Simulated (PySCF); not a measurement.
A structure optimised at PBE-D3(BJ)/def2-SVP, used in a PySCF frequency run:

```
C
H 1 1.1089
H 1 1.1091 2 107.06
C 1 1.5265 2 112.62 3 124.24
H 4 1.1090 1 112.33 2 58.74
H 4 1.1090 5 107.36 1 -123.99
H 4 1.1116 5 106.85 6 -114.33
In 1 2.1814 2 104.19 3 -109.96
F 8 1.9860 1 118.58 2 52.96
O 8 2.0234 9 106.24 1 -179.93
H 10 0.9773 8 109.55 9 180.00
```

Task: Write its SMILES and formula.

Result: C[CH2][In]([OH])[F], C₂H₆FInO

Task: What are its rotational constants (standard atomic weights)?

Result: 4.6029, 1.9086, 1.3730 GHz
